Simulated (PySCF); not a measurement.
**Potential energy of SrIn⁺ along the bond**

Set-up: basis Sr def2-SVP with ECP28, In def2-SVP with ECP28; scalar-relativistic core potentials; PySCF 2.14. Energies in eV from Sr⁺ + In in their ground configurations at the same level. All curves are PBE0. state 1: ¹Σ⁺ (singlet), closed shell; state 2: triplet, unpaired electrons σ ↑, π ↑, a second solution, started from another occupation; state 3: ³Σ⁺ (triplet), unpaired electrons σ ↑↑, a second solution, started from another occupation; state 4: Ms = 0 determinant of mixed spin (⟨S²⟩ near 1.0), unpaired electrons σ ↑, π ↓, a second solution, started from another occupation.

| R (Å) | state 1 | state 2 | state 3 | state 4 |
| --- | --- | --- | --- | --- |
| 3.272 | -1.152 | -0.7377 | -0.4090 | -0.4956 |
| 3.425 | -1.301 | -0.7256 | -0.5455 | -0.4917 |
| 3.577 | -1.383 | -0.6795 | -0.6283 | -0.4574 |
| 3.691 | -1.412 | -0.6323 | -0.6650 | -0.4212 |
| 3.805 | -1.419 | -0.5797 | -0.6857 | -0.3811 |
| 3.919 | -1.411 | -0.5251 | -0.6943 | -0.3401 |
| 4.071 | -1.381 | -0.4535 | -0.6921 | -0.2874 |
| 4.262 | -1.324 | -0.3715 | -0.6749 | -0.2283 |
| 4.490 | -1.240 | -0.2889 | -0.6427 | -0.1696 |
| 4.794 | -1.119 | -0.2068 | -0.5914 | -0.1110 |

Problem. Put a parabola through the three lowest points of the state 1 curve and estimate Re, k and ωe (reduced mass 49.8 u; 1 eV/Å² = 0.16022 mdyn/Å; ωe = 1302.8·√(k/μ) cm⁻¹).

Solution. Through R = 3.691, 3.805, 3.919 Å the second-order coefficient is 0.577 eV/Å², so Re ≈ 3.801 Å, k ≈ 0.185 mdyn/Å and ωe ≈ 79 cm⁻¹. A polynomial fit of higher order to the unrounded PBE0 energies gives Re = 3.796 Å, k = 0.202 mdyn/Å, ωe = 82.9 cm⁻¹; anharmonicity and rounding make the difference.

The higher-order fit for each curve: state 1: Re = 3.796 Å, ωe = 82.9 cm⁻¹, De = 1.42 eV; state 3: Re = 3.968 Å, ωe = 57.5 cm⁻¹, minimum 0.70 eV below the ground-state fragments. State 2 gave no clean fit. State 4 gave no clean fit.

Closed-shell solutions of metal pairs were not tested for spin polarisation, which can lower them a little. Spin–orbit coupling is left out, which matters for elements this heavy, above all for dissociation energies. For an ion De counts to the pair picked by the measured ionisation energies or electron affinities, which need not be the lowest pair at this level.
